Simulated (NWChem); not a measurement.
# C₅H₆; SMILES C#CC1CC1

All runs: NWChem. Pople sets run with spherical d functions. Structure relaxed at the PBE0/def2-SVP level. Computed dipoles belong to the equilibrium geometry; the measured one is vibrationally averaged.

Measured dipole moment: 0.89 D (NIST CCCBDB, as tabulated in the package chemicals).

Question: Which of these levels lies farthest from the measured value, and how do the others fare: B3LYP/def2-TZVP; B3LYP/3-21G; B3LYP/def2-SVPD; B3LYP/6-31G*; B3LYP/def2-SVP; B3LYP/STO-3G?

Answer: B3LYP/STO-3G.
```json
[
 {"level": "B3LYP/STO-3G", "dipole moment (D)": "0.65", "computed − measured": "-0.24", "relative time (rough)": "1"},
 {"level": "B3LYP/3-21G", "dipole moment (D)": "0.86", "computed − measured": "-0.03", "relative time (rough)": "2"},
 {"level": "B3LYP/6-31G*", "dipole moment (D)": "0.84", "computed − measured": "-0.05", "relative time (rough)": "3"},
 {"level": "B3LYP/def2-SVP", "dipole moment (D)": "0.89", "computed − measured": "0.00", "relative time (rough)": "3"},
 {"level": "B3LYP/def2-SVPD", "dipole moment (D)": "0.96", "computed − measured": "+0.07", "relative time (rough)": "10"},
 {"level": "B3LYP/def2-TZVP", "dipole moment (D)": "0.98", "computed − measured": "+0.09", "relative time (rough)": "10"}
]
```
